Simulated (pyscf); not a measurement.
`[CH2][CH2][CH]=[CH2]` [doublet] → `[CH2][CH]1[CH2][CH2]1` [doublet], a ring closure (doublet surface; none broken, C–C formed). PySCF, gas phase, ωB97X-D3(BJ)/def2-SVP geometries. Energies in kJ/mol from the reactant's lowest minimum found.

Small-basis levels: PySCF, no dispersion term, spherical d functions. AM1 to PM7: differences of heats of formation from MOPAC. Open shells are spin-unrestricted. 

```
level                   barrier  reaction energy
----------------------  -------  ---------------
HF/6-31G*                   [?]            +19.8
B3LYP/STO-3G               47.9            -20.7
B3LYP/LANL2DZ              51.8            +27.8
B3LYP/6-311+G**            45.9            +16.2
AM1                        81.7            +37.4
PM6                         [?]             +8.7
PM7                        54.2            +19.2
ωB97M-D3(BJ)/def2-TZVP      [?]             +6.3
```

Some entries are withheld; supply them.


- HF/6-31G*, barrier: 64.8
- PM6, barrier: 52.4
- ωB97M-D3(BJ)/def2-TZVP, barrier: 49.1

Against the last row the barrier runs from -3.2 (B3LYP/6-311+G**) to +32.6 kJ/mol (AM1). ωB97M-D3(BJ)/def2-TZVP has limits of its own. •H₂C–CH₂–CH=CH₂ lies 75.6 kJ/mol over its isomer •H₂C–CH=CH–CH₃, and others may lie lower still (electronic energy, ωB97M-D3(BJ)). cyclic C₄H₇ (SMILES [CH2]C1CC1) [doublet] lies 81.9 kJ/mol over its isomer •H₂C–CH=CH–CH₃, and others may lie lower still (electronic energy, ωB97M-D3(BJ)). One saddle was located; it need not be the lowest between these sides.
